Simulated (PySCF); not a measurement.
BP86 single point of doublet WH₅ at its PBE0 minimum.

Input, equivalent to the run apart from its starting density:

```python
from pyscf import gto, scf, dft
mol = gto.M(atom='''
W     -0.003995    -0.004106     0.006261
H      0.093660     0.099112     1.723031
H      1.426318     0.264343    -0.814205
H      0.222935     1.432365    -0.815979
H     -1.484661     0.494329    -0.655172
H      0.539368    -1.470225    -0.652189''',
    basis={'W': 'def2-TZVP', 'H': 'def2-TZVP'},
    ecp={'W': 'def2-TZVP'},
    charge=0, spin=1)
mf = dft.UKS(mol, xc='B88,P86')
mf.grids.atom_grid = (75, 302)
aux = {'W': 'def2-universal-JKFIT', 'H': 'def2-universal-JKFIT'}
mf = mf.density_fit(auxbasis=aux)
mf.conv_tol = 1e-08
mf.diis_space = 10
mf.max_cycle = 60
mf.verbose = 4
mf.kernel()
```

Excerpt of the output:

```
init E= -70.0964619883295
cycle= 1 E= -70.0972868759542  delta_E= -0.000825  |g|= 0.0587  |ddm|= 0.135
cycle= 2 E= -70.083470966908  delta_E= 0.0138  |g|= 0.164  |ddm|= 0.173
cycle= 3 E= -70.0991116355473  delta_E= -0.0156  |g|= 0.00574  |ddm|= 0.136
cycle= 4 E= -70.0991312208696  delta_E= -1.96e-05  |g|= 0.00207  |ddm|= 0.0063
cycle= 5 E= -70.0991340236396  delta_E= -2.8e-06  |g|= 0.000256  |ddm|= 0.00215
cycle= 6 E= -70.0991340983399  delta_E= -7.47e-08  |g|= 0.000107  |ddm|= 0.000528
cycle= 7 E= -70.0991341189971  delta_E= -2.07e-08  |g|= 7.35e-05  |ddm|= 0.000285
cycle= 8 E= -70.0991341204921  delta_E= -1.49e-09  |g|= 2.73e-05  |ddm|= 0.000118
Extra cycle  E= -70.099134119937  delta_E= 5.55e-10  |g|= 4.43e-05  |ddm|= 7.91e-05
converged SCF energy = -70.099134119937  <S^2> = 0.7555915  2S+1 = 2.0055837
```

With open d or f shells other occupations or spin states may lie lower. With an element this heavy the missing spin–orbit coupling can shift these numbers.

This run, together with those of the ionised and electron-attached species (not shown), took 11 s on 2 threads of a shared AMD EPYC 7R43 64-Core (Zen 3) host, with 70 basis functions; the process peaked at 0.95 GiB.
